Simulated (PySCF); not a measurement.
## Vertical excitation energies

Species: AsAsAsAs tetrahedron, As4.
Geometry (PBE0-D3(BJ)/def2-SVP, Å), atoms numbered from 1 in this order:
```xyz
4
As4 angstrom
As     1.3922    0.1988    0.4913
As    -0.9592    0.2516    1.1113
As    -0.2702    0.9482   -1.1163
As    -0.1628   -1.3987   -0.4862
```

Computed with PySCF, TDDFT wB97X-D/def2-SVPD, vertical, gas phase, core orbitals frozen in the response. Relativistic effects, spin–orbit coupling among them, are left out although an element past zinc is present.

| state | E (eV) | E (kJ/mol) | λ (nm) | f | symmetry | main configurations (H = HOMO, L = LUMO) |
| --- | --- | --- | --- | --- | --- | --- |
| S1 | 4.51 | 435 | 275.1 | 0.0000 | – | H→L/L+1/L+2 (≥92%) |
| S2 | 4.51 | 435 | 274.8 | 0.0000 | – | H-1→L/L+1/L+2 (≥51%), H→L/L+1/L+2 (≥44%) |
| S3 | 4.52 | 436 | 274.6 | 0.0000 | – | H-1→L/L+1/L+2 (≥88%), H→L/L+1/L+2 (≥8%) |
| S4 | 4.79 | 463 | 258.6 | 0.0000 | – | H→L+3 (87%) |
| S5 | 4.80 | 464 | 258.0 | 0.0001 | – | H→L+4 (52%), H-1→L+4 (41%) |
| S6 | 4.82 | 465 | 257.2 | 0.0000 | – | H-1→L+5 (88%) |
| S7 | 4.92 | 474 | 252.2 | 0.0084 | T2 | H-1→L+3 (52%), H→L/L+1/L+2 (≥25%) |
| S8 | 4.92 | 475 | 252.1 | 0.0091 | T2 | H-1→L+4 (31%), H→L+4 (26%), H-1→L/L+1/L+2 (≥17%) |
| S9 | 4.92 | 475 | 251.9 | 0.0099 | T2 | H→L+5 (60%), H-1→L/L+1/L+2 (≥32%) |

Triplets, Tamm–Dancoff:

```
state  E (eV)  λ (nm)  main configurations (H = HOMO, L = LUMO)
   T1    3.91   316.8                        H→L/L+1/L+2 (≥69%)
   T2    3.92   316.3  H→L/L+1/L+2 (≥42%), H-1→L/L+1/L+2 (≥32%)
   T3    3.93   315.4                      H-1→L/L+1/L+2 (≥73%)
```

The lowest singlet level (S1/S2/S3) comes at 275 nm (435 kJ/mol) in the ultraviolet; it is dark (f under 0.0005). The strongest level in the table is S7/S8/S9 at 4.92 eV (252 nm, f = 0.027 summed). It is the last of those listed, so stronger ones may follow. S1/S2/S3 and S7/S8/S9 lie within about 0.01 eV of each other in each set; the point group Td has degenerate representations, and within a degenerate level the listed configurations can mix freely. Of the 9 states listed, none reaches f = 0.01 and 6 stay under 0.0005. Orbital energies (eV): HOMO-3 -9.58, HOMO-2 -9.58, HOMO-1 -8.64, HOMO -8.62, LUMO 0.60, LUMO+1 0.61, LUMO+2 0.61. The listed states span 0.42 eV, and the widest gap between neighbours is 0.28 eV (S3 to S4). No computed singlet lies in the visible range (380 to 750 nm); the lowest, at 275 nm, stands 1.24 eV above its violet end (3.26 eV). All these states lie below the vertical ionisation energy of 8.81 eV (ΔSCF). Symmetry labels in Td follow from the direction of the transition dipole and are given only for states with f of 0.002 or more. Orbitals of the list HOMO-3 to LUMO+2 that lie within 0.01 eV of each other are written together with a slash and their weights summed (≥ marks a lower bound); for degenerate orbitals outside that list single weights are arbitrary. Singlets were solved by full linear response, triplets in the Tamm–Dancoff approximation. The highest level found (5.18 eV, f 0.025 so far) is left out, since the window may have cut off a degenerate partner.

On one thread of an x86-64 server, on a shared host, this took 58 s of wall time.
